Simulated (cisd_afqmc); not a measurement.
Input (AFQMC/CISD/cc-pVDZ; cisd_afqmc is a phaseless AFQMC code with CISD trial states that reads the integrals written by Ansatz):

Ansatz 0.2 input:
```python
import cisd_afqmc

open("ham.yaml", "w").write("""\
crystal:
  periodic: [false, false, false]
  atoms:
    - {symbol: B, position_ang: [-0.24013610, -0.48314151, 0.08508089]}
    - {symbol: H, position_ang: [-0.89263723, -1.48021853, 0.20560939]}
    - {symbol: C, position_ang: [1.20385208, -0.49366013, 0.59538621]}
    - {symbol: H, position_ang: [1.85968049, 0.37045729, 0.52262488]}
    - {symbol: H, position_ang: [1.66647401, -1.35844529, 1.06078638]}
    - {symbol: C, position_ang: [-0.89362829, 0.77049005, -0.58356877]}
    - {symbol: H, position_ang: [-1.79761073, 1.06151965, -0.03450326]}
    - {symbol: H, position_ang: [-1.25231735, 0.51679502, -1.58872368]}
    - {symbol: H, position_ang: [-0.24425139, 1.64461995, -0.66210278]}
basis:
  gaussian:
    orbitals: cc-pVDZ
magnetization: {spin_polarized: true, initial_magnetization: 1}
correlation: {method: ccsd, electrons: outside_noble_gas, hamiltonian_folder: ham}
""")
rep = cisd_afqmc.ansatz("ham.yaml")
e_ccsd = rep["correlation"]["coupled_cluster"]["energy"]["hartree"]
out = cisd_afqmc.run("ham", e_ccsd, trial="CISD", walkers=100, populations=8, threads=8, dt=0.005, steps=40, early=24, settle=10, least=32,
    cut=5e-5, rank_cut=2e-4, target=0.0004, seconds=1500, seed=1, memory=17280, gpu=False)
```

Output:

```
orbitals 69, occupied [9, 8], factors 436 of 651, rank of the doubles 413 of 1028
E(HF) = -103.883198
E(CCSD) on the cut factors = -104.275449, shift to the whole factors -0.000010
Energy of the trial state on the determinant = -104.275435
  tau behind 7.2 of longer steps, mean of the populations' last blocks
   2.0  -104.28607
   4.0  -104.28707
   6.0  -104.28728
   8.0  -104.28731
  10.0  -104.28607
  12.0  -104.28690
blocks 504 (0 outliers left out), error by blocks joined: 1: 0.00019, 2: 0.00024, 4: 0.00030, 8: 0.00034, 16: 0.00039
E(AFQMC/CISD) = -104.28714 +/- 0.00039
```
